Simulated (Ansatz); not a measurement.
Si2B2. Total charge 0; triplet. Geometry B3LYP-D4/def2-TZVP; atoms count from 1.

```
atom    x (Å)    y (Å)    z (Å)
  B1  -0.7530  -0.1338   0.1929
  B2   0.7531   0.1338  -0.1929
 Si3   0.3237   0.5970   1.6776
 Si4  -0.3238  -0.5969  -1.6776
```

At PBE0-D4/def2-TZVP a broken-symmetry singlet of charge 0 lies 0.32 eV below the triplet, each at its own geometry. The structure comes from a short search, and lower isomers may exist.

Question: Estimate the Mulliken populations from the PBE0/def2-TZVP orbitals of Ansatz.

Answer: 
```
atom  charge (e)  spin (α − β)
  B1       -0.10          0.70
  B2       -0.10          0.70
 Si3        0.10          0.30
 Si4        0.10          0.30
```
Mulliken values and Mayer orders depend strongly on the basis.

Question: Where does the spin sit?

Answer: Summed by element: B 1.41, Si 0.59, of 2 unpaired in all. Largest on single atoms: B2 0.70, B1 0.70, Si3 0.30.

Question: And the Mayer bond orders between bonded heavy atoms (over 0.3)?

Answer: B1–B2 1.01 (1.58 Å); B1–Si3 1.08 (1.97 Å); B1–Si4 1.08 (1.97 Å); B2–Si3 1.08 (1.97 Å); B2–Si4 1.08 (1.97 Å). Values over 0.3 also appear between atoms too far apart for a bond (Si3–Si4 0.33 at 3.62 Å); they arise where an orbital or an unpaired electron spreads over both atoms.
